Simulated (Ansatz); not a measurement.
C3H7N, SMILES `C=CNC` (C–C–N–C torsion 152°) (charge 0, multiplicity 1).

Method: B3LYP/cc-pVTZ // PBE0-D3(BJ)/def2-TZVP in Ansatz (a first-principles code).

Ansatz 0.2 input:
```yaml
crystal:
  periodic: [false, false, false]
  atoms:
    - { symbol: C, position_ang: [-1.134962, -0.701301, -1.483049] }
    - { symbol: C, position_ang: [-0.512917, -0.575316, -0.309404] }
    - { symbol: N, position_ang: [0.655143, 0.107102, -0.061812] }
    - { symbol: C, position_ang: [0.87707, 0.672696, 1.245879] }
    - { symbol: H, position_ang: [-0.779369, -0.204432, -2.379173] }
    - { symbol: H, position_ang: [-2.00712, -1.33274, -1.57078] }
    - { symbol: H, position_ang: [-0.90555, -1.083872, 0.568296] }
    - { symbol: H, position_ang: [0.963139, 0.688747, -0.825772] }
    - { symbol: H, position_ang: [0.695685, -0.091753, 2.004768] }
    - { symbol: H, position_ang: [0.231318, 1.533004, 1.472143] }
    - { symbol: H, position_ang: [1.917564, 0.98787, 1.338907] }
basis:
  gaussian: { orbitals: cc-pVTZ }
hamiltonian:
  xc: b3lyp
```

Output:

```
Functional definition: B3LYP
1087 factors; their error is unknown
mean field evaluation 1: about -4706.7513 eV, gradient 6.5e1 eV
mean field evaluation 2: about -4702.3878 eV, gradient 7.6e1 eV
mean field evaluation 4: about -4716.3233 eV, gradient 6.3e0 eV
mean field evaluation 8: about -4716.3992 eV, gradient 3.3e-1 eV
mean field evaluation 16: about -4716.3994 eV, gradient 3.3e-5 eV
mean field -4716.39936151 eV, -173.3244796451 hartree, gradient 3.3e-5 eV, S^2 0.000000; 0 other end points of the search recorded, 0 dependent functions left out
reference -4716.39961457 eV, -173.3244889448 hartree; 16, 16 occupied and 202, 202 virtual orbitals, 1087 factors
Total energy: -4716.39961457 eV, -173.3244889448 hartree
```
